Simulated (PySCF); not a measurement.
Spectrum to structure. Computed with TDDFT CAM-B3LYP/def2-SVPD, vertical, gas phase, core orbitals frozen in the response (PySCF). Geometries: PBE0-D3(BJ)/def2-SVP, one conformer each.

```json
{"state": "S1", "ν̃ (cm⁻¹)": "45660", "f": "0.0008", "main configurations (H = HOMO, L = LUMO)": "H→L+1 (45%), H→L (40%)"}
{"state": "S2", "ν̃ (cm⁻¹)": "61000", "f": "0.036", "main configurations (H = HOMO, L = LUMO)": "H-1→L (29%), H→L (23%), H→L+4 (10%)"}
{"state": "S3", "ν̃ (cm⁻¹)": "62260", "f": "0.082", "main configurations (H = HOMO, L = LUMO)": "H-1→L (40%), H→L (18%), H→L+4 (12%)"}
{"state": "S4", "ν̃ (cm⁻¹)": "64830", "f": "0.0075", "main configurations (H = HOMO, L = LUMO)": "H-2→L (47%), H-2→L+1 (26%)"}
{"state": "S5", "ν̃ (cm⁻¹)": "67340", "f": "0.040", "main configurations (H = HOMO, L = LUMO)": "H-1→L+1 (59%), H-1→L+4 (14%), H-1→L (10%)"}
{"state": "S6", "ν̃ (cm⁻¹)": "68000", "f": "0.030", "main configurations (H = HOMO, L = LUMO)": "H→L+1 (27%), H→L+4 (21%), H→L+3 (20%)"}
{"state": "S7", "ν̃ (cm⁻¹)": "68850", "f": "0.025", "main configurations (H = HOMO, L = LUMO)": "H→L+3 (62%)"}
{"state": "S8", "ν̃ (cm⁻¹)": "69560", "f": "0.023", "main configurations (H = HOMO, L = LUMO)": "H→L+2 (54%), H→L+4 (29%)"}
{"state": "S9", "ν̃ (cm⁻¹)": "71750", "f": "0.019", "main configurations (H = HOMO, L = LUMO)": "H-1→L+2 (49%), H-1→L+4 (19%), H-1→L+1 (9%)"}
{"state": "S10", "ν̃ (cm⁻¹)": "72820", "f": "0.053", "main configurations (H = HOMO, L = LUMO)": "H-1→L+3 (61%), H-3→L (20%)"}
```

Triplets computed (Tamm–Dancoff): 5.16, 5.86, 7.49, 7.67 eV.

Question: Which structure fits? All have the formula C5H8O2.
A. `CO/C=C\CC=O`
B. `CC(/C=C(/C)O)=O`
C. `O=C1CCCCO1`

Answer: C. Its S1, at 5.66 eV, is the highest among the candidates; the nearest of the others has S1 at 4.53 eV. S1 is HOMO→LUMO+1 (45%), HOMO→LUMO (40%). Löwdin shares by element: HOMO oxygen 69%, carbon 20% or more; LUMO carbon 43% or more (atoms not listed hold the other 57%). At the same level the other candidates give, for their lowest levels:
- `CO/C=C\CC=O`: 4.27 eV (f 0.006); 5.85 eV (f 0.156); 6.32 eV (f 0.021); 6.59 eV (f 0.198); 7.01 eV (f 0.045); HOMO -7.98, LUMO 0.46 eV
- `CC(=O)/C=C(/C)O`: 4.53 eV (f 0.001); 5.15 eV (f 0.312); 6.62 eV (f 0.006); 7.39 eV (f 0.000); 7.51 eV (f 0.041); T1 3.39 eV; HOMO -8.35, LUMO -0.20 eV
